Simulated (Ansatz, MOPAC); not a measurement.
Species: HTe (charge +1, triplet). SMILES: [TeH+]
Geometry from a B3LYP-D3(BJ)/def2-TZVP (Ansatz, an electronic-structure program) optimisation:
```xyz
2

Te     0.0000     0.0000    -0.0316
H      0.0000     0.0000     1.6435
```
Charge +1, spin multiplicity 3.

Property: vertical electron affinity to the doublet, in eV. Terms: LANL2DZ with its own core potentials from Na on; six Cartesian d functions in 6-31G* and its kin unless marked 5d; each state is the SCF solution reached for its charge and spin; frozen cores in correlated levels (noble-gas shells and the d and f shells of earlier blocks); def2 sets with scalar-relativistic core potentials past Kr; PM7 with its own dispersion and hydrogen-bond terms; UHF or UKS for open shells; no spin-orbit coupling. Ab initio and DFT rows: single points at B3LYP-D3(BJ) geometries (Ansatz). Semi-empirical rows: differences of heats of formation at the shared geometry for vertical values. Anions need diffuse functions, which STO-3G, LANL2DZ, def2-SVP, cc-pVDZ and Pople sets without + lack.

```json
[
 {"level": "AM1", "program": "MOPAC", "vertical electron affinity to the doublet (eV)": "6.72"},
 {"level": "PM6", "program": "MOPAC", "vertical electron affinity to the doublet (eV)": "8.20"},
 {"level": "PM7", "program": "MOPAC", "vertical electron affinity to the doublet (eV)": "7.54"},
 {"level": "HF/6-31G* with LANL2DZ past Ar", "program": "Ansatz", "vertical electron affinity to the doublet (eV)": "7.97"},
 {"level": "B3LYP/6-31G* with LANL2DZ past Ar", "program": "Ansatz", "vertical electron affinity to the doublet (eV)": "9.02"},
 {"level": "MP2/6-31G* with LANL2DZ past Ar", "program": "Ansatz", "vertical electron affinity to the doublet (eV)": "8.09"},
 {"level": "B3LYP/def2-TZVPD", "program": "Ansatz", "vertical electron affinity to the doublet (eV)": "8.97"}
]
```

No value to compare with is used here. The 6 habitual levels span 6.72 (AM1) to 9.02 eV (B3LYP/6-31G* with LANL2DZ past Ar); B3LYP/def2-TZVPD gives 8.97.

The levels are drawn from those run, B3LYP/6-31G* more often than the rest, none by its result; left out are runs that failed, that the program found above a lower state of the same kind, or whose <S^2> lies over 0.5 above the pure value.
